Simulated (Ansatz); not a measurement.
Bond stretch in SeMg, lowest triplet found (which spin is the ground state isn't settled by this scan).

- ROHF/cc-pVDZ (Ansatz, an electronic-structure program)
- ROMP2 = MP2 on ROHF/cc-pVDZ, cores with 3d frozen run with Ansatz
- ROCCSD = CCSD on ROHF/cc-pVDZ, cores with 3d frozen (Ansatz)
- ROCCSD(T) = CCSD(T) on ROHF/cc-pVDZ, cores with 3d frozen (Ansatz)
- UHF/cc-pVDZ (Ansatz)
- UMP2 = MP2 on UHF/cc-pVDZ, cores with 3d frozen (Ansatz)
- UCCSD = Ansatz with CCSD on UHF/cc-pVDZ, cores with 3d frozen
- UCCSD(T) = CCSD(T) on UHF/cc-pVDZ, cores with 3d frozen in Ansatz
- ROCCSDT = CCSDT on ROHF/cc-pVDZ, cores with 3d frozen (Ansatz)
- UCCSDT = CCSDT on UHF/cc-pVDZ, cores with 3d frozen in Ansatz
- UCCSDT(Q) = CCSDT(Q) on UHF/cc-pVDZ, cores with 3d frozen run with Ansatz
- UKS-CAM-B3LYP = unrestricted CAM-B3LYP/cc-pVDZ (Ansatz)
- UKS-B3LYP = unrestricted B3LYP/cc-pVDZ (Ansatz)
- UKS-PBE = Ansatz with unrestricted PBE/cc-pVDZ
- FCI = full CI/cc-pVDZ, cores with 3d frozen (Ansatz)

All curves are set to zero at 2.50 Å and compared with full CI in the same basis at 2.50, 2.54, 2.66, 2.74, 2.84, 2.93, 3.08, 3.31, 3.49, 3.80, 4.16, 4.64 Å.

Task: Which method stays most parallel to full CI over these points, and which least?

Result: UCCSDT(Q) has the smallest spread and UKS-PBE the largest. In order (kcal/mol): UCCSDT(Q) 0.09, ROCCSDT 0.18, UCCSDT 0.21, ROCCSD(T) 0.51, UCCSD(T) 0.56, UHF 1.77, UCCSD 1.92, ROCCSD 2.35, UMP2 5.15, ROMP2 5.51, UKS-CAM-B3LYP 6.20, UKS-B3LYP 6.64, ROHF 7.69, UKS-PBE 9.33.

Errors against full CI at some of the points (kcal/mol):

```json
[
 {"method": "UCCSDT(Q)", "3.08 Å": "0.0", "3.80 Å": "-0.1", "4.64 Å": "-0.1"},
 {"method": "ROCCSDT", "3.08 Å": "0.1", "3.80 Å": "-0.1", "4.64 Å": "-0.1"},
 {"method": "UCCSDT", "3.08 Å": "0.0", "3.80 Å": "-0.2", "4.64 Å": "-0.2"},
 {"method": "ROCCSD(T)", "3.08 Å": "0.2", "3.80 Å": "-0.2", "4.64 Å": "-0.3"},
 {"method": "UCCSD(T)", "3.08 Å": "0.1", "3.80 Å": "-0.3", "4.64 Å": "-0.5"},
 {"method": "UHF", "3.08 Å": "1.3", "3.80 Å": "0.1", "4.64 Å": "-0.5"},
 {"method": "UCCSD", "3.08 Å": "0.2", "3.80 Å": "-1.2", "4.64 Å": "-1.7"},
 {"method": "ROCCSD", "3.08 Å": "0.7", "3.80 Å": "-1.2", "4.64 Å": "-1.6"},
 {"method": "UMP2", "3.08 Å": "2.4", "3.80 Å": "5.2", "4.64 Å": "4.4"},
 {"method": "ROMP2", "3.08 Å": "3.0", "3.80 Å": "4.5", "4.64 Å": "4.0"},
 {"method": "UKS-CAM-B3LYP", "3.08 Å": "0.7", "3.80 Å": "3.3", "4.64 Å": "6.2"},
 {"method": "UKS-B3LYP", "3.08 Å": "-1.5", "3.80 Å": "0.6", "4.64 Å": "5.0"},
 {"method": "ROHF", "3.08 Å": "3.8", "3.80 Å": "1.5", "4.64 Å": "-0.5"},
 {"method": "UKS-PBE", "3.08 Å": "-1.6", "3.80 Å": "1.9", "4.64 Å": "7.7"}
]
```

The scan ran from 1.86 to 8.81 Å; beyond the distances shown full CI changes its symmetry label. The T1 diagnostic of CCSD on the restricted reference of ROMP2, ROCCSD, ROCCSD(T), ROCCSDT exceeds 0.045 at 2.93 to 3.49 Å. The unrestricted determinant behind UHF, UMP2, UCCSD, UCCSD(T), UCCSDT, UCCSDT(Q) is spin-contaminated at 3.31 to 3.80 Å (<S²> up to 2.2, against 2.00 for a pure triplet).
